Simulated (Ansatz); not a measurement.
Job for Ansatz (a quantum-chemistry and plane-wave program): U-wB97X-V/cc-pV(T+d)Z on CH6AlN (SMILES C[NH][AlH2]), a point of a bond scan (R = 2.366 Å). Files ending in .json are basis or fitting sets from the Basis Set Exchange.

Ansatz 0.2 input:
```yaml
crystal:
  periodic: [false, false, false]
  atoms:
    - {symbol: Al, position_ang: [-0.09554821, 0.21230625, 1.21055513]}
    - {symbol: H, position_ang: [-1.87189860, 0.99371088, 2.56487173]}
    - {symbol: H, position_ang: [1.33950148, -0.17605091, 1.73948491]}
    - {symbol: N, position_ang: [-0.40101281, 0.05181869, -0.52668088]}
    - {symbol: C, position_ang: [0.50358135, -0.39974265, -1.57473334]}
    - {symbol: H, position_ang: [-1.31058521, 0.29300099, -0.89512944]}
    - {symbol: H, position_ang: [0.67412933, 0.37093819, -2.33410790]}
    - {symbol: H, position_ang: [0.13147088, -1.29475018, -2.08481235]}
    - {symbol: H, position_ang: [1.47299368, -0.65063692, -1.14091851]}
basis:
  gaussian:
    orbitals: cc-pV_T+d_Z.json
hamiltonian:
  xc: {name: wB97X-V}
magnetization: {spin_polarized: true, initial_magnetization: 0}
```

The head of its log:

```
WARN ansatz: RAYON_NUM_THREADS=1 ignored (pool sized by the plan → 1); use --threads N
Functional definition: wB97X-V
integrals: 0.11 GiB planned
994 factors; their error is unknown
integrals: 0.14 GiB planned
255 factors; integrals over basis functions are off by at most 2.5e-5 eV
mean field: 1.26 GiB planned
mean field evaluation 1: about -9214.9367 eV, gradient 3.4e1 eV
mean field evaluation 2: about -9214.4725 eV, gradient 3.6e1 eV
```

Q: What total energy does the run end on?

A: -338.8178 hartree.
